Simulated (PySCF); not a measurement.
**Bi(NH2)5 at several levels of theory**

Computed with PySCF 2.14.0 (density fitting, no spin-orbit coupling) at the geometry relaxed with BP86:

```xyz
16
Bi(NH2)5 (singlet)
Bi    0.0703    0.0000    0.0035
N    -1.1432    0.0000    1.8617
H    -0.8181    0.8221    2.4022
H    -0.8181   -0.8221    2.4022
N    -1.1909    0.0000   -1.7988
H    -0.8645   -0.8252   -2.3328
H    -0.8645    0.8252   -2.3328
N     2.2861    0.0000    0.1503
H     2.5746   -0.8224   -0.4098
H     2.5746    0.8224   -0.4098
N     0.1542    2.2509   -0.1700
H     0.6372    2.5875    0.6840
H    -0.8223    2.5776   -0.0454
N     0.1542   -2.2509   -0.1700
H    -0.8223   -2.5776   -0.0454
H     0.6372   -2.5875    0.6840
```

```json
{"level": "BP86", "basis": "Bi def2-SVP with ECP60, N def2-SVP, H def2-SVP", "state": "singlet", "HOMO (eV)": "-5.36", "gap (eV)": "2.24", "charge on Bi1 (e)": "0.80", "dipole about the centre of mass (D)": "1.35", "largest force component (eV/Å)": "0.01"}
{"level": "r2SCAN", "basis": "the same", "state": "singlet", "HOMO (eV)": "-5.55", "gap (eV)": "2.55", "charge on Bi1 (e)": "0.97", "dipole about the centre of mass (D)": "1.42", "largest force component (eV/Å)": "0.43"}
{"level": "B3LYP", "basis": "the same", "state": "singlet", "HOMO (eV)": "-6.25", "gap (eV)": "3.71", "charge on Bi1 (e)": "0.94", "dipole about the centre of mass (D)": "1.42", "largest force component (eV/Å)": "0.51"}
{"level": "M06-L", "basis": "the same", "state": "singlet", "HOMO (eV)": "-5.52", "gap (eV)": "2.53", "charge on Bi1 (e)": "1.19", "dipole about the centre of mass (D)": "1.43", "largest force component (eV/Å)": "0.46"}
{"level": "CAM-B3LYP", "basis": "the same", "state": "singlet", "HOMO (eV)": "-7.75", "gap (eV)": "6.38", "charge on Bi1 (e)": "0.95", "dipole about the centre of mass (D)": "1.49", "largest force component (eV/Å)": "0.95"}
{"level": "BP86", "basis": "Bi x2c-SVPall, N x2c-SVPall, H x2c-SVPall", "state": "singlet", "HOMO (eV)": "-5.36", "gap (eV)": "2.23", "charge on Bi1 (e)": "0.88", "dipole about the centre of mass (D)": "1.34", "largest force component (eV/Å)": "0.23"}
```

Charges are Mulliken's, which hang on the basis. The relaxation used the grid (50, 194), these runs (75, 302) or, all-electron (x2c bases, spin-free X2C Hamiltonian), (99, 590).

Question: What does BP86 with Bi def2-TZVP with ECP60, N def2-TZVP, H def2-TZVP give here?

Answer: state singlet, HOMO (eV) -5.76, gap (eV) 2.24, charge on Bi1 (e) 1.15, dipole about the centre of mass (D) 1.32, largest force component (eV/Å) 0.37. Time: 28 s on 4 threads of Arm Neoverse V2, on a shared host, from free ions and atoms.

In the first row's basis the gap widens with exact exchange: 2.2 to 2.6 eV for BP86, M06-L, r2SCAN (none); 3.7 eV for B3LYP (a fixed share); 6.4 eV for CAM-B3LYP (rising or full at long range).
